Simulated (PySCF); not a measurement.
Ir⁴⁶⁺: fine-structure interval

Ir⁴⁶⁺ [Ar] 3d10 4s2 4p1 [4p1/2^1, M_J = 1/2] → Ir⁴⁶⁺ [Ar] 3d10 4s2 4p1 [4p3/2^1, M_J = 3/2], as a difference of total energies. Calculation: PySCF 2.14, in an uncontracted even-tempered set (16 s from 6.3 bohr⁻², ratio 2.8; 13 p from 8.2 bohr⁻², ratio 2.8; 8 d from 15 bohr⁻², ratio 2.8; 4 f from 34 bohr⁻², ratio 3); the two-component X2C-1e Hamiltonian. Correlated levels: [Ne] frozen; the 72 highest virtual spinors dropped. "Screened" scales the spin-orbit matrix elements by Boettger's factors to mimic the two-electron term; Breit and QED terms are absent.

```csv
method,fine-structure interval (cm⁻¹)
GHF (screened spin-orbit),974870
GMP2 (screened spin-orbit),972210
GHF (bare spin-orbit),1004000
```
